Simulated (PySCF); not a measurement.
Al(OH)(OMe)(SH) (CH₅AlO₂S), SMILES C[O][Al]([OH])[SH]. Atoms are numbered in the order given.

```xyz
10

Al    -0.4771     0.1471     0.0000
O     -2.0176     0.8560     0.0000
H     -2.8475     0.3719     0.0000
O     -0.2865    -1.5306     0.0000
C      0.7178    -2.5007     0.0000
H      0.6304    -3.1486     0.8909
H      0.6304    -3.1486    -0.8909
H      1.7360    -2.0663     0.0000
S      1.2346     1.4939     0.0000
H      0.4259     2.5786     0.0000
```

Geometry: r2SCAN-D4/def2-SVP. The structure was generated by enumeration; whether it is a known compound was not checked. One conformer was computed; it need not be the lowest.

Calculation: PBE/def2-TZVP (PySCF).

Isolated molecule, no solvent.

```
Item                                                                                                            Value
---------------------------------------------------------------------------------------------  ----------------------
total energy                                                                                       -831.91022 hartree
point group                                                                                                        Cs
highest occupied level                                                                                       -6.35 eV
lowest empty level                                                                                           -1.26 eV
orbital gap                                                                                                   5.08 eV
dipole moment                                                                                                  1.35 D
quadrupole, principal values (traceless, Buckingham form, about the centre of nuclear charge)  -1.22, -1.11, 2.33 D·Å
mean static polarisability                                                                       63.9 bohr³ (9.47 Å³)
polarisability, principal values                                                               51.7, 65.9, 74.2 bohr³
```
